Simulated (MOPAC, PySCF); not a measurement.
C9H9B2N, SMILES `c1c(nc2c(c(B)ccc2)c1)B`, neutral singlet in the gas phase. 

Z-matrix (Å, degrees):
```
C
C 1 1.4214
C 2 1.3854 1 119.41
H 2 1.0992 3 121.20 1 -179.97
H 3 1.1006 2 120.55 4 0.00
C 3 1.4343 5 118.86 2 179.99
N 6 1.3488 3 121.04 5 -179.99
C 7 1.3581 6 118.90 3 0.03
C 8 1.4312 7 117.17 6 179.94
C 9 1.3853 8 120.91 7 -179.95
H 9 1.1002 10 122.44 8 -179.99
H 10 1.1004 9 120.35 11 -0.01
C 10 1.4170 12 119.96 9 -179.99
H 13 1.1013 10 119.00 12 -0.01
C 13 1.4073 14 118.17 10 -179.99
B 15 1.5424 13 118.08 14 0.07
H 16 1.2160 15 123.04 13 179.91
H 16 1.2172 17 118.34 4 -179.80
B 6 1.5583 7 117.51 8 -179.93
H 19 1.2129 6 119.91 7 -0.18
H 19 1.2181 20 120.45 6 179.98
```
Charge 0, multiplicity 1.

All levels are single points at this geometry (PBE-D3(BJ)/def2-SVP); Pople sets use spherical d functions. Orbital energies aren't observables, and empty levels follow the basis.

| level | HOMO (eV) | LUMO (eV) | gap (eV) | dipole (D) | vertical IE, Delta-SCF (eV) |
|---|---|---|---|---|---|
| PBE-D3(BJ)/def2-TZVP in PySCF | -6.01 | -3.67 | 2.34 | 1.69 | – |
| BP86/6-31G* in PySCF | -5.81 | -3.45 | 2.36 | 1.68 | – |
| PBE/6-31G* in PySCF | -5.69 | -3.36 | 2.33 | 1.68 | – |
| PM3 in MOPAC | -9.52 | -1.57 | 7.95 | 1.59 | – |
| PM6 in MOPAC | -9.32 | -1.41 | 7.91 | 1.44 | – |
| PM7 in MOPAC | -9.31 | -1.49 | 7.82 | 1.62 | – |
